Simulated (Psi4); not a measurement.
disilicic acid (H$_{6}$O$_{7}$Si$_{2}$), singlet, geometry from GFN2-xTB.

Here is a job for Psi4.
```
memory 2 GB

molecule mol {
0 1
O     2.794806    0.383544    0.452986
Si    1.396571   -0.425781    0.360053
O     1.408270   -1.476048   -0.865582
O     1.178405   -1.214469    1.754064
O     0.206106    0.677754    0.120164
Si   -1.335717    0.527135   -0.326687
O    -1.774083    1.900231   -1.079307
O    -1.431485   -0.798978   -1.270158
O    -2.370535    0.294511    0.896270
H     3.125507    0.821255   -0.325658
H     0.548543   -1.734278   -1.198057
H     1.347391   -0.758419    2.573480
H    -1.173091    2.299273   -1.701459
H    -2.296899   -1.173921   -1.412719
H    -2.495262    0.994772    1.529795
}

set {
  basis sto-3g
  reference rks
}

energy('m06-2x')
print_variables()
```

**Question.** Estimate the dipole moment that M06-2X/STO-3G run with Psi4 returns for this input.

**Answer.** 2.13 D

**Question.** Give the nuclear repulsion energy at the level M06-2X/STO-3G.

**Answer.** 746.7697 Eh

**Question.** Estimate the number of basis functions that M06-2X/STO-3G returns for this input.

**Answer.** 59

**Question.** Predict the total energy from M06-2X/STO-3G.

**Answer.** -1095.2310 Eh

**Question.** Roughly what does it cost on one core?

**Answer.** around 17 core-seconds (rough).
